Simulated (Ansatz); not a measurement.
Cl2Pb, singlet, geometry from GFN2-xTB (such geometries of metal compounds can be far from the true shape) (core potentials on Pb), atoms displaced at random by about 0.02 Å a coordinate; Ansatz (a program for electronic structure) with PBE0/def2-SV(P).

Ansatz was given this input:
Ansatz 0.2 input:
```yaml
crystal:
  periodic: [false, false, false]
  atoms:
    - {symbol: Pb, position_ang: [0.02193179, -0.02210002, 0.45961166]}
    - {symbol: Cl, position_ang: [1.26122170, 1.50612436, -1.09979326]}
    - {symbol: Cl, position_ang: [-1.27391929, -1.41421705, -1.12533880]}
basis:
  gaussian:
    orbitals: def2-SV_P_.json
hamiltonian:
  xc: pbe0
relax: {max_displacement: 0.5}
```
The basis file holds def2-SV(P) in the JSON format of the Basis Set Exchange.

Output, abridged:

```
Functional definition: PBE0
699 factors; integrals over basis functions are off by at most 2.5e-4 eV
mean field evaluation 1: about -30278.6789 eV, gradient 2.3e1 eV
mean field evaluation 2: about -30274.5515 eV, gradient 4.3e1 eV
mean field evaluation 4: about -30280.5070 eV, gradient 9.6e-1 eV
mean field evaluation 8: about -30280.5297 eV, gradient 1.2e-2 eV
mean field -30280.52967029 eV, -1112.7889405030 hartree, gradient 8.1e-5 eV, S^2 0.000000; 0 other end points of the search recorded, 0 dependent functions left out
the calculation of the forces begins
reference -30280.52969261 eV, -1112.7889413230 hartree; 28, 28 occupied and 34, 34 virtual orbitals, 699 factors
relax step   1: F+E_penalty+E_count = -30280.52967029 eV  Δ(F+E_penalty+E_count) = +0.000e0 eV  max|allowed force component| = 2.202e-1 eV/Å  Δτ_max = 0.0000 Å  (25 SCF iters, accepted)
these checks for a lower state are left out or cut short: starts, cluster_reference, orbital_swaps, neighbouring_geometries, increment
699 factors; integrals over basis functions are off by at most 2.5e-4 eV
mean field evaluation 16: about -30280.5063 eV, gradient 3.0e0 eV
mean field -30280.53363110 eV, -1112.7890860600 hartree, gradient 5.1e-6 eV, S^2 0.000000; 0 other end points of the search recorded, 0 dependent functions left out
the calculation of the forces begins
reference -30280.53365337 eV, -1112.7890868786 hartree; 28, 28 occupied and 34, 34 virtual orbitals, 699 factors
relax step   2: F+E_penalty+E_count = -30280.53363110 eV  Δ(F+E_penalty+E_count) = -3.961e-3 eV  max|allowed force component| = 1.200e-1 eV/Å  Δτ_max = 0.0470 Å  (30 SCF iters, accepted)
these checks for a lower state are left out or cut short: starts, cluster_reference, orbital_swaps, neighbouring_geometries, increment
699 factors; integrals over basis functions are off by at most 2.5e-4 eV
mean field -30280.53492810 eV, -1112.7891337240 hartree, gradient 5.2e-6 eV, S^2 0.000000; 0 other end points of the search recorded, 0 dependent functions left out
the calculation of the forces begins
reference -30280.53495039 eV, -1112.7891345429 hartree; 28, 28 occupied and 34, 34 virtual orbitals, 699 factors
relax step   3: F+E_penalty+E_count = -30280.53492810 eV  Δ(F+E_penalty+E_count) = -1.297e-3 eV  max|allowed force component| = 9.469e-3 eV/Å  Δτ_max = 0.0142 Å  (30 SCF iters, accepted)
699 factors; integrals over basis functions are off by at most 2.5e-4 eV
mean field evaluation 32: about -30280.5142 eV, gradient 1.4e-1 eV
mean field -30280.53492810 eV, -1112.7891337240 hartree, gradient 5.2e-6 eV, S^2 0.000000; 1 other end points of the search recorded, 0 dependent functions left out
the calculation of the forces begins
reference -30280.53495039 eV, -1112.7891345429 hartree; 28, 28 occupied and 34, 34 virtual orbitals, 699 factors
Total energy: -30280.53495039 eV, -1112.7891345429 hartree
Atom 0 at     0.030060    -0.013502     0.471645 Å, force     0.003854     0.005049    -0.009469 eV/Å
Atom 1 at     1.239640     1.481328    -1.101024 Å, force    -0.005210    -0.006472     0.007293 eV/Å
Atom 2 at    -1.260466    -1.398019    -1.136141 Å, force     0.001356     0.001424     0.002176 eV/Å
Dipole moment:     0.023369    -0.032786     0.932853 e Å
```
